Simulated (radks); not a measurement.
Spherical quantum dot in the effective-mass picture: electrons in a parabolic well V = omega^2 r^2 / 2 with omega = 0.902, all in effective atomic units (hartree* = m*/eps^2 hartree, bohr* = eps/m* bohr), one dielectric constant everywhere. Method: non-relativistic Kohn-Sham, exchange-only LDA, spin-polarised, spherical densities; computed with a radial shooting solver with Libxc functionals. Levels are named by radial order and angular momentum (1s, 1p, 1d, 2s, ...), and open shells are averaged over m. At N = 13 the configuration is 1s2 1p6 1d(up 5, down 0). Does electron 14 go into 1d down or 2s down or 2s up?

Answer. Into 1d down. The total energies of the other choices lie higher by 0.0102 hartree* (2s up), 0.0862 hartree* (2s down).
